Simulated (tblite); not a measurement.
A geometry optimisation, step by step.

C3H7Se (doublet state).
Bonds: C1–C2, C2–C3, C3–Se4. Hydrogens: H5, H6, H7 on C1; H8, H9 on C2; H10 on C3; H11 on Se4.

Computed with GFN2-xTB (tblite), gas phase: L-BFGS steps from a force-field or distance-geometry start until the largest atomic force falls under 0.01 eV/Å. 7 of its 45 geometries are shown.

Step 0: E = -355.7781 eV, largest atomic force 2.149 eV/Å
```
atom  x, y, z in Å  |  force x, y, z in eV/Å
C1     -1.445   -0.411    0.119   -0.980   0.139  -0.064
C2      0.039   -0.325   -0.160    0.581  -0.286   1.273
C3      0.641    0.939    0.453    0.496  -0.007  -2.091
Se4     2.560    1.004    0.176   -0.936  -0.600   1.306
H5     -1.861   -1.351   -0.302    0.197   0.598   0.238
H6     -1.653   -0.404    1.211    0.164   0.048  -0.764
H7     -1.976    0.454   -0.355    0.366  -0.751   0.461
H8      0.229   -0.339   -1.243   -0.037  -0.015   0.210
H9      0.543   -1.218    0.305   -0.295   0.635  -0.496
H10     0.173    1.837   -0.022    0.405  -0.443   0.691
H11     2.755   -0.184    1.148    0.039   0.681  -0.764
```

Step 7: E = -356.1205 eV, largest atomic force 0.352 eV/Å
```
atom  x, y, z in Å  |  force x, y, z in eV/Å
C1     -1.458   -0.408    0.127   -0.093   0.031  -0.025
C2      0.036   -0.350   -0.159    0.167   0.133   0.055
C3      0.688    0.915    0.278    0.038   0.183   0.228
Se4     2.541    1.069    0.331   -0.112  -0.085   0.146
H5     -1.865   -1.326   -0.297   -0.031   0.046   0.089
H6     -1.665   -0.391    1.197    0.087  -0.010  -0.091
H7     -1.975    0.435   -0.333    0.071  -0.033   0.039
H8      0.186   -0.417   -1.239   -0.059  -0.249  -0.241
H9      0.546   -1.206    0.301   -0.046   0.071  -0.039
H10     0.212    1.860    0.044   -0.046  -0.120  -0.057
H11     2.758   -0.177    1.079    0.024   0.033  -0.104
```

Step 15: E = -356.1468 eV, largest atomic force 0.156 eV/Å
```
atom  x, y, z in Å  |  force x, y, z in eV/Å
C1     -1.448   -0.395    0.122   -0.067  -0.023   0.034
C2      0.043   -0.352   -0.183    0.112  -0.006   0.057
C3      0.670    0.914    0.278    0.065   0.085   0.012
Se4     2.511    1.106    0.431   -0.025  -0.027   0.036
H5     -1.875   -1.312   -0.275   -0.056  -0.018  -0.015
H6     -1.619   -0.376    1.194   -0.012   0.052   0.038
H7     -1.961    0.452   -0.330    0.027  -0.018   0.018
H8      0.172   -0.488   -1.263    0.054   0.055  -0.136
H9      0.551   -1.190    0.299    0.002  -0.102   0.037
H10     0.192    1.850    0.029   -0.054  -0.008  -0.037
H11     2.768   -0.206    1.027   -0.047   0.010  -0.043
```

Step 22: E = -356.1528 eV, largest atomic force 0.047 eV/Å
```
atom  x, y, z in Å  |  force x, y, z in eV/Å
C1     -1.439   -0.396    0.125   -0.044   0.016   0.006
C2      0.054   -0.360   -0.188    0.010   0.003   0.027
C3      0.664    0.916    0.276    0.012   0.005   0.019
Se4     2.498    1.121    0.477   -0.016   0.012  -0.007
H5     -1.889   -1.306   -0.263    0.022  -0.021   0.014
H6     -1.601   -0.356    1.199    0.003  -0.012   0.013
H7     -1.944    0.454   -0.325    0.003   0.025  -0.028
H8      0.191   -0.483   -1.271   -0.003  -0.004  -0.018
H9      0.554   -1.204    0.298    0.027  -0.010  -0.016
H10     0.169    1.839    0.007    0.024  -0.010  -0.001
H11     2.750   -0.221    0.993   -0.037  -0.005  -0.008
```

Step 29: E = -356.1536 eV, largest atomic force 0.026 eV/Å
```
atom  x, y, z in Å  |  force x, y, z in eV/Å
C1     -1.438   -0.395    0.127    0.000  -0.006   0.001
C2      0.056   -0.361   -0.186   -0.007   0.012   0.002
C3      0.663    0.916    0.281    0.005   0.006  -0.009
Se4     2.495    1.122    0.482    0.000   0.008  -0.002
H5     -1.885   -1.309   -0.257    0.003  -0.005   0.006
H6     -1.601   -0.352    1.201    0.002   0.004  -0.005
H7     -1.940    0.455   -0.330    0.003  -0.014   0.000
H8      0.189   -0.480   -1.271    0.002   0.006   0.007
H9      0.560   -1.207    0.293   -0.004   0.019  -0.008
H10     0.172    1.838    0.003   -0.002  -0.004   0.001
H11     2.733   -0.224    0.986    0.000  -0.025   0.007
```

Step 37: E = -356.1541 eV, largest atomic force 0.022 eV/Å
```
atom  x, y, z in Å  |  force x, y, z in eV/Å
C1     -1.436   -0.398    0.130    0.010   0.001  -0.004
C2      0.057   -0.353   -0.188   -0.006   0.000  -0.004
C3      0.663    0.924    0.279    0.000  -0.007  -0.004
Se4     2.497    1.113    0.489   -0.019   0.007   0.000
H5     -1.874   -1.321   -0.244    0.001   0.009   0.010
H6     -1.599   -0.344    1.203    0.006   0.004  -0.012
H7     -1.944    0.442   -0.339   -0.016  -0.013   0.007
H8      0.185   -0.470   -1.274    0.008   0.003   0.007
H9      0.568   -1.196    0.289   -0.005  -0.002  -0.005
H10     0.172    1.846    0.001    0.022  -0.002   0.004
H11     2.716   -0.241    0.984    0.000   0.000   0.002
```

Step 44: E = -356.1544 eV, largest atomic force 0.010 eV/Å
```
atom  x, y, z in Å  |  force x, y, z in eV/Å
C1     -1.435   -0.399    0.130    0.000   0.000   0.000
C2      0.057   -0.349   -0.191   -0.006  -0.001  -0.001
C3      0.662    0.926    0.278    0.001  -0.002  -0.003
Se4     2.495    1.110    0.496    0.006  -0.003   0.007
H5     -1.869   -1.327   -0.234    0.002  -0.002   0.004
H6     -1.594   -0.337    1.203    0.003   0.000  -0.001
H7     -1.954    0.433   -0.342    0.003   0.001  -0.004
H8      0.186   -0.465   -1.277   -0.008   0.004   0.002
H9      0.569   -1.193    0.284   -0.004  -0.003  -0.005
H10     0.179    1.852   -0.001   -0.002  -0.002  -0.002
H11     2.708   -0.249    0.983    0.004   0.007   0.002
```

Question: Summarise the path.

Answer: The energy falls by 36.31 kJ/mol from step 0 to step 44; nine tenths of that is first reached at step 7. It falls at every step. The largest force goes from 2.149 to 0.010 eV/Å. Among the bonds Se4–H11 changes most, from 1.548 to 1.459 Å; the atoms move by 0.142 Å rms after alignment.

The cost below is that of the whole relaxation. Time: 0.12 s of wall time. Hardware: Arm Neoverse V2, one thread, on a shared host.
